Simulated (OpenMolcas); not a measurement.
## d5 ions of charge +4 down a group on the Ge site of Cs2GeF6

| Item | Value |
| --- | --- |
| Program | OpenMolcas 26.06 |
| Method | SS-CASPT2, IPEA 0.25 Eh, imaginary shift 0.1 Eh |
| Spin-orbit coupling | state interaction with AMFI integrals over the reference wave functions |

The d shell is active; CASPT2 correlates the ligand valence shells and the outer metal core. Each dopant is a cluster with its nearest anions in model potentials and point charges, with no relaxation. Distances were set from a Shannon-type radius of the metal (high-spin where two are listed) plus a fixed donor radius (F 1.31 Å), in hosts weighted 0.65 to 0.35 with the host's distance in the model lattice. Ligand basis ANO-RCC-VDZP, DKH2 Hamiltonian. States (labels of O, the rotations of Oh). Energies in cm-1 above the lowest state or level, χT in cm3 K/mol; under a threefold ground state the first gap can be a small split of the lowest multiplet, not the spin-orbit step; 10Dq and B are least-squares fits to the states below 45000 cm-1, weighted by degeneracy, with a free offset, and given where the rms deviation is under 5 % of |10Dq| (or 100 cm-1) and under 700 cm-1. Spin-only χT is S(S+1) / 2 for the spin of the ground state.

| Ion | Shell | R (Å) | Metal basis | Ground state | First state of that spin | 10Dq | B (rms of fit) | First gap with spin-orbit (degeneracies) | χT at 300 K | First state of another spin | Spin-only χT |
| --- | --- | --- | --- | --- | --- | --- | --- | --- | --- | --- | --- |
| Co4+ | 3d5 | 1.827 | ANO-RCC-VTZP | 2T2 | 13750 |  |  | 1040 (2, 4) | 0.817 | 2S+1 = 4: 12650 | 0.375 |
| Rh4+ | 4d5 | 1.873 | ANO-RCC-VTZP | 2T2 | 26830 | 31057 | 514 (659) | 2250 (2, 4) | 0.527 | 2S+1 = 4: 22250 | 0.375 |
| Ir4+ | 5d5 | 1.889 | ANO-RCC-VTZP | 2T2 | 2A2 32610 |  |  | 7430 (2, 4) | 0.411 | 2S+1 = 4: 26870 | 0.375 |

Below the highest spin of the shell: Co4+, Rh4+, Ir4+. χT departs most from the spin-only value for Co4+, by +0.442 cm3 K/mol.

Roots that are degenerate in the reference are averaged as groups; the widest CASPT2 spread within a group is 2600 cm-1 (the 3-fold group of multiplicity 2 near 37700 cm-1 above the lowest state of its run, Co4+). Shifts and gaps below about the spread of the groups concerned are not significant. Over all roots computed the reference weight is 0.54 to 0.66 in Co4+, 0.67 to 0.70 in Rh4+, 0.68 to 0.71 in Ir4+; the roots of lowest weight are the least certain, and an intruder state may touch them. An orbital triplet at a regular site is open to Jahn-Teller coupling, which can distort the site and quench the lowest spin-orbit gaps and is left out. Ligand-to-metal charge-transfer states are missing. With no ligand orbital active B as a rule stays too high, so bands that hang on it stand too high and its fall with covalency is understated. With one d shell and no ligand orbital active, 10Dq can be off by a tenth or more. The least metal-like active orbital is 76 % on the metal (Löwdin) and no ligand orbital is active, so the numbers are rough (holds for Co4+). The least metal-like active orbital is 71 % on the metal (Löwdin) and no ligand orbital is active, so the numbers are rough (holds for Rh4+; Ir4+). No measured value stands beside these numbers; the geometry was set by hand and not optimised.

A state without a sure symmetry label is named by its multiplicity alone.
